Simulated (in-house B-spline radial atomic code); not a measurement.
# PBE hybrid excitations of neutral ytterbium

Method: PBE hybrid with 0.2 exact exchange. Computed with an all-electron radial atomic-structure program (B-spline basis): linear response of the closed shell [Xe] 4f14 6s2 with the functional's adiabatic kernel; scalar-relativistic (spin-free one-electron X2C), finite nucleus, no spin-orbit coupling, no double excitations, S, P, D and F terms only; shells from n = 4 respond. Only terms of natural parity with L up to 3 were computed.

Spin-orbit coupling is strong here, so these LS terms don't match observed levels.

Command:
```bash
python run_td.py task.json out
```
Settings (radii: box in bohr, nucleus in fm):
```
Z                        70
electrons                70
configuration            [Xe] 4f14 6s2
hamiltonian              x2c
method                   pbeh
box_radius               75
exact_exchange_fraction  0.2
rms_radius               5.3108
intervals                76
```

Run time, properties included: 2.2 s on 1 thread of AMD EPYC 9R45 96-Core Processor (Zen 5), with other jobs on the host.

The lowest states, in the order of their Tamm-Dancoff energies; the method's threshold (minus the highest occupied level) is 4.328 eV. Labels give the largest channel, * marks a mixed state, and oscillator strengths are full-response dipole values. Measured ¹D terms are left out, since they can mix with doubly excited terms. Semilocal kernels can invert the small singlet-triplet splittings of Rydberg terms. Energies in eV:

```csv
state,full response,Tamm-Dancoff,oscillator strength,measured (J-weighted term)
6s → 6p 3P,1.996,2.119,-,2.339
6s → 5d 3D,?,?,-,?
4f → 5d 3P,2.817,2.879,-,-
6s → 6p 1P,3.086,3.131,1.42,3.108
4f → 5d 3F,?,?,-,-
4f → 6p 3D,3.212,3.215,-,-
4f → 6p 1D,3.287,3.294,-,-
6s → 5d 1D,3.352,3.366,-,-
4f → 5d 1F,3.409,3.415,-,-
6s → 7s 3S,3.743,3.747,-,4.054
6s → 7s 1S,3.913,3.919,-,4.259
```

**Question.** Where does 4f → 5d 3F lie?

**Answer.** At 3.104 eV in full response, 3.132 eV in Tamm-Dancoff.

**Question.** Where does 6s → 5d 3D lie?

**Answer.** At 2.536 eV in full response, 2.631 eV in Tamm-Dancoff; measured 3.092 eV.

**Question.** How large is the singlet-triplet splitting of 6s → 6p (P terms) in Tamm-Dancoff?

**Answer.** 1.01 eV, from the unrounded values.

**Question.** What polarisabilities and dispersion coefficient does the method give?

**Answer.** Dipole 145.9 bohr³, quadrupole 2949 bohr⁵, C6 2089 hartree·bohr⁶ for two such species. Recommended dipole value: 139 ± 6 bohr³ (Schwerdtfeger and Nagle, table of static dipole polarizabilities (2023 update)), which includes relativity and correlation.
